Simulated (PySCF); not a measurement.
Species: C6H8O2.
SMILES: `COC1=CC(=O)CC1`

Torsions of this conformer, `[CH3:1][O:2][C:3]1=[CH:4][C:5](=[O:6])[CH2:7][CH2:8]1`: C1–O2–C3–C4 0°.

The closed-shell ground state was solved at several levels (PySCF, density fitting, gas phase, non-relativistic). The structure is a single GFN2-xTB conformer in the gas phase; no vibrational or solvent corrections.

```
              level  basis functions  total energy (Eh)  HOMO (eV)  LUMO (eV)  gap (eV)  dipole (D)
CAM-B3LYP/def2-SVPD              230          -383.4453      -8.42       0.32      8.74        4.48
      PBE0/pcSseg-1              176          -383.4059      -6.86      -0.71      6.15        4.30
```

Q: Estimate the row for B3LYP/pcJ-1, a basis of 296 functions; the other rows only guide the guess.

A: Total energy -383.9016 Eh, HOMO -6.57 eV, LUMO -0.91 eV, gap 5.66 eV, dipole 4.30 D.

Q: Over all these levels, which gives the widest orbital gap and which the narrowest?

A: CAM-B3LYP/def2-SVPD (range-separated hybrid) has the widest, 8.74 eV, and B3LYP/pcJ-1 (global hybrid, 20 % exact exchange) the narrowest, 5.66 eV. Functional and basis both differ between the two, so the spread mixes both effects.

Q: How far do the dipole and the HOMO energy spread over the levels?

A: The dipole runs from 4.30 to 4.48 D (mean 4.36 D) and the HOMO from -8.42 to -6.57 eV.
